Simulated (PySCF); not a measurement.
Radial density of B (boron, neutral)

LC-wPBE, [He] 2s1 2p2, high-spin 4P determinant (an excited configuration). Computed with PySCF 2.14 in dyall-acv3z (15s9p4d2f, 76 functions), with no relativity, point nucleus.

```csv
r (bohr),4πr²ρ (e/bohr),4πr²(ρα − ρβ)
0.00429,0.01572,0.0004
0.00721,0.04321,0.0010
0.0121,0.1163,0.0026
0.0204,0.3030,0.0068
0.0343,0.7456,0.0167
0.0577,1.670,0.0372
0.0971,3.202,0.0700
0.163,4.751,0.0999
0.275,4.671,0.1007
0.462,2.487,0.1722
0.777,1.053,0.6487
1.31,1.382,1.3692
2.20,1.075,1.0747
3.70,0.2459,0.2459
6.22,0.01084,0.0108
10.5,2.912e-05,0.0000
```
